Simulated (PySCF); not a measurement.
PySCF 2.14 output of a UHF calculation on a single atom or ion in Sapporo-DKH3-DZP-2012 (6s5p1d, 26 functions), with scalar relativity by spin-free X2C-1e:

```
SCF conv_tol = 1e-09
number electrons alpha = 9  beta = 9
cycle= 1 E= -601.297166350621  delta_E= -3.25e-10  |g|= 5.46e-06  |ddm|= 3.56e-05
converged SCF energy = -601.297166350621  <S^2> = -1.5987212e-14  2S+1 = 1
```

The run itself started from symmetry-adapted Hartree-Fock orbitals and held the occupation by maximum overlap, so the iterations belong to that start.

Which element, charge and spin multiplicity is this?

K⁺ (potassium, charge +1), multiplicity 1; the state was [Ar], closed-shell 1S.
